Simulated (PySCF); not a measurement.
## How methods differ on the ionisation energy of W⁺

W⁺ [Xe] 4f14 5d4 6s1 (6D) → W²⁺ [Xe] 4f14 5d4 (5D), as a difference of total energies. Computed with PySCF 2.14 in def2-TZVPPD with the def2 core potential (60 electrons) (6s5p3d2f1g, 59 functions), with scalar relativity through the core potential. Correlated levels: valence and next inner shell: nothing frozen outside the core potential. The calculations carry no spin-orbit coupling.

```tsv
method	ionisation energy (eV)
UHF	14.959
MP2 (valence and next inner shell)	15.899
SCS-MP2 (valence and next inner shell)	15.540
CCSD (valence and next inner shell)	15.788
CCSD(T) (valence and next inner shell)	15.835
```

Question: How much does correlation contribute at CCSD(T) (valence and next inner shell)?

Answer: 15.835 − (14.959) = 0.876 eV, measured against UHF.

The reference lies between the lowest fine-structure levels, while these numbers refer to the centres of the terms.

Errors of the correlated levels include the incompleteness of this basis.

For comparison: 16.37 ± 0.15 eV (semi-empirical (NIST evaluation); NIST Atomic Spectra Database, ionization energies).
